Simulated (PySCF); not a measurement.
## Finite-field polarisability of Zn (zinc, neutral)

[Ar] 3d10 4s2, closed-shell 1S. Computed with PySCF 2.14 in aug-cc-pVDZ-DK (7s6p4d2f, 59 functions), with scalar relativity by spin-free X2C-1e. Frozen: [Ar]. Energy changes in a uniform field (μhartree):

```json
{"axis": "x", "F (au)": "0.002", "HF": "-101.487", "MP2": "-72.436", "CCSD": "-79.192", "CCSD(T)": "-76.818"}
{"axis": "x", "F (au)": "0.004", "HF": "-406.187", "MP2": "-289.904", "CCSD": "-316.925", "CCSD(T)": "-307.421"}
```

Q: Derive α along x at CCSD(T) from the two fields.

A: With ΔE = −αF²/2 − γF⁴/24, α = −(16 ΔE(F) − ΔE(2F))/(6F²) = 38.40 bohr³.

Q: And the mean polarisability at each level?

A: HF 50.73, MP2 36.21, CCSD 39.59, CCSD(T) 38.40 bohr³. Reference: 38.67 ± 0.3 bohr³ (recommended; Schwerdtfeger and Nagle, table of static dipole polarizabilities (2023 update)).

A double-zeta set is small for polarisabilities.
